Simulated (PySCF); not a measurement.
**Dipole response of Cl (chlorine, neutral)**

[Ne] 3s2 3p5, 2P determinant. Calculation: PySCF 2.14, in x2c-TZVPPall with one added diffuse shell each of s, p, d type (6s6p4d1f, 51 functions); the spin-free X2C one-electron Hamiltonian (Gaussian nucleus). Coupled (time-dependent) response in atomic units; α is the mean over directions.

```
 method  mean α (bohr³)         α xx, yy, zz  C₆ (like pair)  S(−4)
    UHF           14.16  12.97, 14.76, 14.76           89.20  47.16
    PBE           15.45  13.91, 16.22, 16.22           99.20  61.12
   PBE0           14.88  13.49, 15.57, 15.57           94.63  54.84
 PBEsol           15.54  13.99, 16.32, 16.32           100.0  61.85
r2SCAN0           14.71  13.35, 15.39, 15.39           95.38  50.55
```

S(−4) is the Cauchy moment in α(ω) = α(0) + S(−4) ω² + …

Reference α: 14.6 ± 0.1 bohr³ (recommended; Schwerdtfeger and Nagle, table of static dipole polarizabilities (2023 update)). Published C₆: 94.60 (Chu and Dalgarno (2004); Tang, Norbeck and Certain (1976)).

α(iu) at PBE:

```tsv
u (hartree)	α(iu) (bohr³)
0	15.45
0.0500	15.30
0.100	14.87
0.200	13.42
0.300	11.64
0.500	8.375
0.750	5.585
1.00	3.890
1.50	2.148
2.00	1.351
3.00	0.6816
5.00	0.2876
```

A single London oscillator, α(iu) = α/(1 + u²/ω²), gives C₆ = (3/4) ω α². Matching the computed C₆ needs ω = 4 × 99.20 / (3 × 15.45²) = 0.554 hartree.

The components differ because the open shell of this determinant is not spherical; for a pure term their mean is the scalar polarisability.
